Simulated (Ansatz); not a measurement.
`C=C(F)/C(F)=C/F` + H₂ → `C=C(F)/C=C/F` + H–F at 400 K and 1 bar (hydrogenolysis of a C–F bond).

Computed with Ansatz on PBE0-D4/def2-TZVP structures; ΔE is electronic, products minus reactants. CCSD(T)/CBS is the MP2 limit (def2-TZVPP, def2-QZVPP) plus CCSD(T) − MP2 in def2-TZVPP, frozen cores. This one scheme is used for every species. Double bonds are as drawn, so ΔE can hold a change between cis and trans. Each species was taken in one conformer, which may not be the lowest.

| species | CCSD(T)/CBS energy (Eh) | H − E (kJ/mol) | S (J/(mol·K)) |
| --- | --- | --- | --- |
| `C=C(F)/C(F)=C/F` | -453.31725 | 196.3 | 373.0 |
| H₂ | -1.17544 | 38.0 | 139.0 |
| `C=C(F)/C=C/F` | -354.14413 | 213.4 | 351.6 |
| H–F | -100.39570 | 36.5 | 182.2 |

H − E and S are ideal-gas, rigid-rotor, harmonic terms from PBE0-D4/def2-TZVP, for one conformer and one mirror image of each species. The MP2-based limit puts H₂ 0.8 mEh under its directly extrapolated value; such offsets cancel only in part. 1 Eh = 2625.50 kJ/mol, R = 8.31446 J/(mol·K).

By hand: ΔE, ΔH, ΔS and ΔG.

ΔE = (-354.14413) + (-100.39570) − (-453.31725) − (-1.17544) = -0.04714 Eh = -123.8 kJ/mol. Δ(H − E) = 213.4 + 36.5 − 196.3 − 38.0 = 15.6, so ΔH = -108.2 kJ/mol. ΔS = 351.6 + 182.2 − 373.0 − 139.0 = 21.8 J/(mol·K). ΔG = -108.2 − 400 × (21.8)/1000 = -116.9 kJ/mol.

By hand: the equilibrium constant, and the temperature at which ΔG would vanish if ΔH and ΔS stayed fixed.

log₁₀ K = −ΔG/(RT ln 10) = 15.3. ΔH and −TΔS have one sign here, so there is no such temperature.

ΔH outweighs TΔS. A doubt of 5 kJ/mol in ΔE shifts log₁₀ K by 0.7 here. Other conformers and mirror images would add mixing entropy, several J/(mol·K) or more a flexible species. These are equilibria of isolated gas molecules and say nothing of rates. Largest T1 diagnostic: 0.013 (customary marks: 0.02 for closed shells, 0.045 for open ones).
